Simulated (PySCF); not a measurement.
CH7AlSn.
SMILES with atom numbers: `[AlH2:1][CH2:2][SnH3:3]` (hydrogens: H4, H5 on Al1; H6, H7 on C2; H8, H9, H10 on Sn3)

Theory: PBE0-D3(BJ)/def2-SVP geometry optimisation, gas phase, def2 core potentials past Kr in PySCF.

Question: Give the optimised bond lengths and angles.

Answer: 
```csv
bond,length (Å),order
Al1–C2,1.943,single
C2–Sn3,2.166,single
"Al1–H4, Al1–H5",1.592,single
"C2–H6, C2–H7",1.103,single
"Sn3–H8, Sn3–H9, Sn3–H10",1.717,single
```

Bonds in one row agree within 0.01 Å and their mean is given. Orders are formal, as drawn. A selection of angles:
```csv
angle,degrees
C2–Al1–H4,119.7
H4–Al1–H5,119.9
Al1–C2–Sn3,113.2
Al1–C2–H6,112.1
Sn3–C2–H6,104.5
Sn3–C2–H7,105.7
H6–C2–H7,108.4
C2–Sn3–H8,109.8
H8–Sn3–H9,108.7
```

Sn3 (tin bonded to C and 3 H) is tetrahedral (angles from 108.7° to 109.9°). Al1 (aluminium bonded to C and 2 H) is planar (angles 120.4°, 119.9° and 119.7°, sum 360.0°, 0.02 Å off the plane of its three neighbours).

No frequency check. One conformer, not necessarily the lowest (H–Al1–C2–Sn3 76° and -102°).

Hardware: one thread of an AMD EPYC 7R13, no GPU, shared host. Cost: 18 s wall, 0.39 GiB resident at most. This is the geometry optimisation.
